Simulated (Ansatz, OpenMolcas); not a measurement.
How methods differ on AlCl2F (SMILES [F][Al]([Cl])[Cl])

AlCl2F: 4 atoms, total charge 0, spin state singlet. SMILES: `[F][Al]([Cl])[Cl]`. Geometry: relaxed at PBE0-D4/def2-TZVP.

```xyz
4

F     0.0874    0.3882    1.6824
Al    0.0048    0.0215    0.0936
Cl    1.2230   -1.4637   -0.6634
Cl   -1.3153    1.0539   -1.1125
```

Quantity: the electronic atomisation energy, in eV. The values are calculated. Electronic energies at fixed atoms, without zero-point motion or spin-orbit coupling.

```tsv
level	kind	program	value (eV)	CPU time (all runs)
BLYP/def2-SVPD	GGA	OpenMolcas	14.24	36 s
PBE/def2-SVPD	GGA	Ansatz	14.84	6.5 s
r2SCAN/def2-SVPD	meta-GGA	OpenMolcas	15.10	53 s
BHLYP/def2-SVPD	global hybrid	Ansatz	14.02	7.9 s
RPA@PBE/def2-SVPD	RPA	Ansatz	12.76	10 s
RPA@PBE0/def2-SVPD	RPA	Ansatz	13.58	11 s
MP2/def2-SVPD	perturbation theory	Ansatz	15.01	3.2 s
CCSD/def2-SVPD	coupled cluster or CI	Ansatz	13.98	12 s
```

The values span 12.76 to 15.10 eV. Times are those of the runs behind each value, whatever else they computed, on shared processors of several kinds: orders of magnitude only.
